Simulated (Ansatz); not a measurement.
`[NH2][GaH][CH]=O` + H₂ → `O=[CH][GaH2]` + NH₃ at 500 K and 1 bar (hydrogenolysis of a Ga–N bond).

Calculated with Ansatz (gas phase, PBE0-D4/def2-TZVP geometries, no zero-point term in ΔE). CCSD(T)/CBS is the MP2 limit (def2-TZVPP, def2-QZVPP) plus CCSD(T) − MP2 in def2-TZVPP, frozen cores. This one scheme is used for every species. For Ga outer-core shells are correlated without core-valence functions, which leaves a few kJ/mol of doubt a bond. Scalar relativity is left out up to krypton. Each species was taken in one conformer, which may not be the lowest.

```json
{"species": "`[NH2][GaH][CH]=O`", "CCSD(T)/CBS energy (Eh)": "-2094.25862", "H − E (kJ/mol)": "172.0", "S (J/(mol·K))": "386.8"}
{"species": "H₂", "CCSD(T)/CBS energy (Eh)": "-1.17544", "H − E (kJ/mol)": "41.0", "S (J/(mol·K))": "145.5"}
{"species": "`O=[CH][GaH2]`", "CCSD(T)/CBS energy (Eh)": "-2038.90941", "H − E (kJ/mol)": "111.2", "S (J/(mol·K))": "342.1"}
{"species": "NH₃", "CCSD(T)/CBS energy (Eh)": "-56.50880", "H − E (kJ/mol)": "108.2", "S (J/(mol·K))": "211.8"}
```

H − E and S are ideal-gas, rigid-rotor, harmonic terms from PBE0-D4/def2-TZVP, for one conformer and one mirror image of each species. The MP2-based limit puts H₂ 0.8 mEh under its directly extrapolated value; such offsets cancel only in part. 1 Eh = 2625.50 kJ/mol, R = 8.31446 J/(mol·K).

Question: By hand: ΔE, ΔH, ΔS and ΔG.

Answer: ΔE = (-2038.90941) + (-56.50880) − (-2094.25862) − (-1.17544) = 0.01585 Eh = 41.6 kJ/mol. Δ(H − E) = 111.2 + 108.2 − 172.0 − 41.0 = 6.4, so ΔH = 48.0 kJ/mol. ΔS = 342.1 + 211.8 − 386.8 − 145.5 = 21.6 J/(mol·K). ΔG = 48.0 − 500 × (21.6)/1000 = 37.2 kJ/mol.

Question: By hand: the equilibrium constant, and the temperature at which ΔG would vanish if ΔH and ΔS stayed fixed.

Answer: log₁₀ K = −ΔG/(RT ln 10) = -3.9. ΔG = 0 at ΔH/ΔS = 2222 K.

ΔH outweighs TΔS. A doubt of 5 kJ/mol in ΔE shifts log₁₀ K by 0.5 here. Other conformers and mirror images would add mixing entropy, several J/(mol·K) or more a flexible species. These are equilibria of isolated gas molecules and say nothing of rates. Largest T1 diagnostic: 0.017 (customary marks: 0.02 for closed shells, 0.045 for open ones).
